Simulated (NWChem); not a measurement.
# BSiH4O2F; SMILES OB(F)O[SiH3]

```xyz
9

B      0.0571     1.0052    -0.0005
F      0.8690     2.0663    -0.0022
O     -1.2857     1.1883     0.0018
H     -1.5300     2.1192     0.0014
O      0.6078    -0.2247    -0.0010
Si     0.0457    -1.7998     0.0000
H     -1.4442    -1.8356    -0.0371
H      0.5413    -2.4672     1.2362
H      0.6024    -2.4873    -1.1984
```
Atoms are numbered in this order, from 1.

This is a stationary point of PBE0/def2-SVP (NWChem), point group C1. 

Question: Is it a minimum? If not, what does it relax to?

Answer: No. It has an imaginary frequency of 55i cm⁻¹. Following that mode (on a finer grid) lowers the energy by 0.4 kcal/mol and ends, with real frequencies alone, at point group Cs:
```xyz
9

B      0.0291     0.9609     0.1119
F      0.7032     2.0606     0.4540
O     -1.1765     1.0684    -0.5000
H     -1.4478     1.9813    -0.6377
O      0.5674    -0.2453     0.3851
Si    -0.0096    -1.7926     0.0923
H     -1.3017    -2.0054     0.8053
H      1.0184    -2.7323     0.6144
H     -0.1962    -2.0056    -1.3717
```
